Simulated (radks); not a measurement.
Species: Er XXXIX. Configuration: [Ar] 3d10 4s2. Calculated with a radial shooting solver on a logarithmic mesh with Libxc functionals: non-relativistic Kohn-Sham, PBEsol, spin-polarised, spherical densities, point nucleus; relativity is left out, which matters for an element this heavy. Some entries of the table are withheld. Estimate them.

orbital  occ.  eigenvalue (hartree)  <r> (bohr)
1s          2             -2024.334     0.02230
2s          2             -376.9047     0.09444
2p          6             -362.8019     0.07997
3s          2             -127.6644      0.2378
3p          6             -121.3832      0.2272
3d         10                   (1)      0.1995
4s          2             -62.41669         (2)
4p          0             -59.73982      0.4650
5s          0             -37.10211         (3)

Answer. 
(1) 3d eigenvalue (hartree): -109.8727
(2) 4s <r> (bohr): 0.4683
(3) 5s <r> (bohr): 0.7771
